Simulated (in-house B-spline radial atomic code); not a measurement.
Solving the quasi-particle equation for 6s up of Tl²⁺

Configuration [Xe] 4f14 5d10 6s1, highest spin, start LDA VWN5; correlation leaves out the 9 deepest shells. Computed with an all-electron radial atomic-structure program (B-spline basis): all electrons, scalar-relativistic (spin-free one-electron X2C), finite nucleus, each spin shell either full or empty, empty states to l = 9 with an (l + 1/2)⁻⁴ tail; G0W0 by contour deformation at full frequency.

RPA overbinds a lone outer s electron by self-correlation, and G0W0 tends to as well.

At the mean-field level ε = -26.128 eV the matrix elements are Σx = -17.368 eV, v_xc = -14.758 eV and Σc(ε) = -2.145 eV, and the slope of the correlation self-energy is dΣc/dω = -0.0570. The quasi-particle energy solves E = ε + Σx − v_xc + Σc(E).

What does the linearised equation give?

Z = 1/(1 − dΣc/dω) = 1/1.0570 = 0.9461. The first-order shift is Σx − v_xc + Σc(ε) = -17.368 − (-14.758) + (-2.145) = -4.755 eV, so E ≈ ε + Z × shift = -26.128 + 0.9461 × (-4.755) = -30.627 eV.

How does that compare with the full solution and with static screening?

Solving the equation at full frequency dependence gives E = -30.626 eV, where Σc = -1.888 eV and the weight is 0.944; the linearised value is off by 1 meV. Leaving Z out would give -30.883 eV. Static COHSEX puts -3.818 eV in place of Σc and gives -32.556 eV, 1.93 eV deeper. The tabulated removal energy is 29.852 eV (NIST, measured); the run leaves out spin-orbit coupling, Breit and QED terms.
